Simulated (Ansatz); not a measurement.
A run for Ansatz (a program for electronic structure): R-PBE/def2-TZVPP on GeH3N (SMILES [NH2][GeH]), a point of a torsion scan.

Ansatz 0.2 input:
```yaml
crystal:
  periodic: [false, false, false]
  atoms:
    - {symbol: N, position_ang: [-0.57465825, -0.03788254, -0.07063328]}
    - {symbol: Ge, position_ang: [0.95235967, -0.94964246, -0.34341853]}
    - {symbol: H, position_ang: [-1.40533933, -0.46958405, 0.30801256]}
    - {symbol: H, position_ang: [-0.75543802, 0.93692172, -0.25343004]}
    - {symbol: H, position_ang: [1.70650699, 0.38540382, -0.92124591]}
basis:
  gaussian:
    orbitals: def2-TZVPP
hamiltonian:
  xc: {name: PBE}
scf: {lower_state_search: off}
```

The head of its log:

```
WARN ansatz: RAYON_NUM_THREADS=1 ignored (pool sized by the plan → 1); use --threads N
Functional definition: PBE
these checks for a lower state are left out or cut short: stability, starts, cluster_reference, orbital_swaps, neighbouring_geometries, increment
integrals: 0.03 GiB planned
690 factors; their error is unknown
mean field: 0.29 GiB planned
mean field evaluation 1: about -58036.4909 eV, gradient 7.6e1 eV
mean field evaluation 2: about -57974.6536 eV, gradient 1.5e2 eV
```

### Question
What total energy does the run end on?

### Answer
-2133.1925 hartree.
